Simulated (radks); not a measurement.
Results of a calculation; reference values are marked as such.
The platinum anion Pt2-, [Hg], held by a Watson sphere: a shell of charge +2 at radius R that stands for the Madelung well of a crystal (potential energy -2/R inside, -2/r outside, in hartree with lengths in bohr). Level of theory: scalar-relativistic Kohn-Sham, LDA (Slater exchange, Perdew-Wang correlation), spin-unpolarised, spherical densities, finite nucleus; Fermi nuclear charge, rms radius of each element as measured or else 0.836 A^(1/3) + 0.57 fm (a radial shooting solver on a logarithmic mesh with Libxc functionals). Response by self-consistent Sternheimer equations with the Hartree and adiabatic LDA kernel, the relativistic mass of each level held fixed and spin-orbit coupling left out. The sphere does not respond.

| R (bohr) | e(5p) (eV) | e(6s) (eV) | e(5d) (eV) | <r> 5d (bohr) | sum of <r^2> (bohr^2) | X-ray form factor at sin(theta)/lambda = 0.2 1/angstrom | alpha (bohr^3) |
|---|---|---|---|---|---|---|---|
| 2.84 | -54.933 | -7.067 | -5.957 | 1.817 | 80.24 | 66.193 | 53.01 |
| 4 | -53.276 | -5.368 | -3.965 | 1.893 | 90.89 | 66.101 | 91.63 |
| 4.8 | -52.399 | -4.350 | -2.977 | 1.925 | 97.85 | 66.116 | 133.1 |
| 5.41 | -51.857 | -3.712 | -2.386 | 1.945 | 103.2 | 66.133 | 177.4 |
| 5.56 | -51.739 | -3.572 | -2.259 | 1.949 | 104.5 | 66.137 | 190.6 |
| 6.36 | -51.202 | -2.929 | -1.685 | 1.973 | 111.9 | 66.153 | 284.3 |
